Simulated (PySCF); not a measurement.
pyrimidine (C4H4N2), SMILES c1cncnc1. The structure is a stationary point at PBE-D3(BJ)/def2-SVP.

Give the equilibrium geometry at PBE-D3(BJ)/def2-SVP (PySCF confirms it by a frequency run) as Cartesian coordinates in Å, and its point group. (The exact figures need the calculation; the answer reports its results.)

point group C2v.
```xyz
10

C      0.0000     0.0000    -1.3632
C      0.0000    -1.1920    -0.6236
N      0.0000    -1.2032     0.7192
C      0.0000     0.0000     1.3157
N      0.0000     1.2032     0.7192
C      0.0000     1.1920    -0.6236
H      0.0000     0.0000    -2.4632
H      0.0000    -2.1748    -1.1296
H      0.0000     0.0000     2.4216
H      0.0000     2.1748    -1.1296
```
Charge 0, spin multiplicity 1.
